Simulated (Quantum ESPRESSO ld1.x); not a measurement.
Results of a calculation; reference values are marked as such.
One sound ld1.x (Quantum ESPRESSO 7.5) input for the rubidium ion Rb2+ gives E = -2980.30 hartree in 37 iterations:

```
 &input
    zed=37.0,
    iswitch=1,
    rel=2,
    dft='PBE',
    config='[Ar] 3d10 4s2 4p5',
    lsmall=.true.,
    prefix='ld1',
    max_out_wfc=37,
    file_charge='ld1.rho',
 /
```

Changed or added lines, one case at a time, and what came of them:

- xmin=-20.0: refused. The program stops in do_mesh with "ndmx is too small": a lower xmin needs more points.
- config='[Ar] 3d10 4s2 4p5 5d-1': harmless. A negative occupation marks a state as unused; the result equals that of the sound run.
- rel=1 lsd=1 dft='BLYP': silently wrong. The run ends normally, but in this build (ld1.x 7.5) Etot and Exc of a spin-polarised run lack the gradient corrections of exchange and correlation and come out near their LSDA values (nitrogen, PBE: -54.132 hartree against -54.536 from two other codes). The eigenvalues and orbitals are those of the GGA; the energies must not be used.
- config='[Ar] 3d10 4s2 4p5 3f1': refused. The program stops in el_config with "main/angular quantum number mismatch": l must be smaller than n.
- isic=1 latt=1: refused. The program stops in ld1_readin with "isic and latter correction not allowed": the two corrections exclude each other.
- beta=1.0: harmless. The Broyden-type mixing copes: 9 iterations against 37, same energy.
- dx=0.002: refused. The program stops in do_mesh with "ndmx is too small": the mesh holds 3500 points at most, so dx, xmin and rmax must fit that.
